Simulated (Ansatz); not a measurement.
Program: Ansatz. Geometries: PBE0-D4/def2-TZVP. ΔE: electronic, gas phase. CCSD(T)/CBS is the MP2 limit (def2-TZVPP, def2-QZVPP) plus CCSD(T) − MP2 in def2-TZVPP, frozen cores. Each species was taken in one conformer, which may not be the lowest.

Consider the redistribution: `B[O][Al]([OH])[F]` + `CO[SiH3]` → `[OH][Al]([F])[O][SiH3]` + `BOC`.

`B[O][Al]([OH])[F]`:

Cartesian coordinates in Å:
```
B 0.854 -0.298 1.729
O 0.170 -0.188 0.588
Al -0.657 -0.055 -0.851
O -0.150 1.069 -1.988
F -1.949 -1.029 -1.117
H 1.782 -1.062 1.791
H 0.531 0.368 2.678
H -0.581 1.195 -2.831
```

`CO[SiH3]`:

Z-matrix (Å, degrees):
```
C
O 1 1.408
H 1 1.091 2 108.3
H 1 1.096 2 111.5 3 119.2
H 1 1.096 2 111.5 3 -119.2
Si 2 1.642 1 122.4 3 -179.7
H 6 1.481 2 106.5 1 179.8
H 6 1.490 2 110.9 1 59.7
H 6 1.490 2 110.9 1 -60.1
```

`[OH][Al]([F])[O][SiH3]`:

```xyz
9

O     1.483   -2.017   -1.274
Al    1.127   -0.402   -0.982
F     2.024    0.718   -1.773
O    -0.079    0.089    0.062
Si   -1.142    0.901    0.988
H     1.012   -2.737   -0.857
H    -0.442    1.940    1.788
H    -2.168    1.554    0.133
H    -1.817   -0.047    1.913
```

`BOC`:

```xyz
8

B    -0.744   -1.043    0.423
O    -0.386    0.238    0.576
C     0.553    0.866   -0.273
H    -0.264   -1.705   -0.460
H    -1.547   -1.477    1.197
H     0.920    0.176   -1.038
H     0.077    1.723   -0.753
H     1.391    1.223    0.329
```

```csv
species,HF/def2-SVP energy (Eh)
`B[O][Al]([OH])[F]`,-517.45084
`CO[SiH3]`,-404.99514
`[OH][Al]([F])[O][SiH3]`,-782.21488
`BOC`,-140.24197
```

Work out ΔE.

ΔE = (-782.21488) + (-140.24197) − (-517.45084) − (-404.99514) = -0.01087 Eh = -0.30 eV. CCSD(T)/CBS gives -0.35 eV.

Largest T1 diagnostic among the species: 0.014.

In def2-TZVPP, CCSD(T) changes the Hartree–Fock value by −0.06 eV (the triples alone add −0.01 eV) and MP2 by −0.05 eV. Leaving LDA and LC-ωPBE aside and taking each functional with its dispersion term where it has one, the values, not all of them listed here, spread over 0.03 eV, from PBE-QIDH to revPBE-D4.
